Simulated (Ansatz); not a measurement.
One change: `C[N](C)[Zr]([F])([F])[F]` becomes `[NH2][Zr]([F])([F])[F]`.

Ansatz, PBE0-D4/def2-TZVP geometries, multiplicity 1. Each molecule was computed in one conformer, which needn't be the lowest.

Elements past krypton have def2 core potentials.

```
                                          property  `C[N](C)[Zr]([F])([F])[F]`
                HOMO energy (PBE0/def2-TZVPP) / eV                       -7.07
                 HOMO energy (PBE/def2-TZVPP) / eV                       -5.77
               HOMO–LUMO gap (PBE/def2-TZVPP) / eV                        3.99
    size of the dipole moment (PBE/def2-TZVPP) / D                        2.81
               LUMO energy (B3LYP/def2-TZVPP) / eV                       -1.12
size of the dipole moment (ωB97M-V/def2-TZVPP) / D                        2.72
```

Task: Give the same properties after the change, and the shifts. (Estimate.)

Result: Computed: 
```tsv
property	`[NH2][Zr]([F])([F])[F]`	shift
HOMO energy (PBE0/def2-TZVPP) / eV	-8.18	-1.11
HOMO energy (PBE/def2-TZVPP) / eV	-6.72	-0.95
HOMO–LUMO gap (PBE/def2-TZVPP) / eV	4.79	0.80
size of the dipole moment (PBE/def2-TZVPP) / D	2.43	-0.38
LUMO energy (B3LYP/def2-TZVPP) / eV	-1.30	-0.18
size of the dipole moment (ωB97M-V/def2-TZVPP) / D	2.42	-0.30
```

With PBE0 the HOMO falls by 1.11 eV and the LUMO falls by 0.17 eV, so the gap widens by about 0.94 eV. PBE moves the HOMO by -0.95 eV and ωB97M-V by -1.22 eV. Dipoles are sizes alone; their direction can turn.

B3LYP here is the variant with VWN-RPA as its local correlation; programs differ in this.
